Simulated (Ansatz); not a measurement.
CH6OSiSn, SMILES `[SnH3][CH]1O[SiH2]1`. Charge 0, multiplicity 1. Sn takes the def2 core potential.

```xyz
10

Sn    0.026   -1.614   -0.531
C    -0.294    0.116    0.689
O    -1.244    1.103    0.104
Si    0.266    1.779    0.266
H     0.527   -1.090   -2.077
H    -1.418   -2.516   -0.667
H     1.244   -2.581    0.179
H    -0.530   -0.094    1.733
H     0.404    2.845    1.281
H     1.019    2.052   -0.977
```

List the harmonic frequencies (cm⁻¹, unscaled) at PBE0-D4/def2-TZVP in Ansatz. (Estimate.)

Ansatz gave: 84, 135, 180, 385, 440, 472, 621, 626, 666, 684, 718, 726, 769, 804, 943, 979, 1062, 1216, 1937, 1943, 1947, 2257, 2273, 3104.

Is this a minimum?

Yes, all 24 modes are real.

Give the ideal-gas thermochemistry at 298.15 K and 1 bar (rigid rotor, harmonic oscillator; point group C1, symmetry number 1).

Zero-point energy 149.3 kJ/mol; H(298) − E = 169.6 kJ/mol; entropy 348.5 J/(mol·K), of which translation 173.7, rotation 114.5, vibration 60.3; G(298) − E = 65.6 kJ/mol. Modes under 100 cm⁻¹ are hindered rotations or soft bends, so the harmonic entropy is rough.

And at 400, 500, 600, 800 and 1000 K?


```
T (K)  H − E (kJ/mol)  S (J/mol/K)  G − E (kJ/mol)
  400           181.8        383.8            28.3
  500           195.8        415.0           -11.7
  600           211.3        443.2           -54.6
  800           245.7        492.5          -148.3
 1000           283.2        534.3          -251.1
```
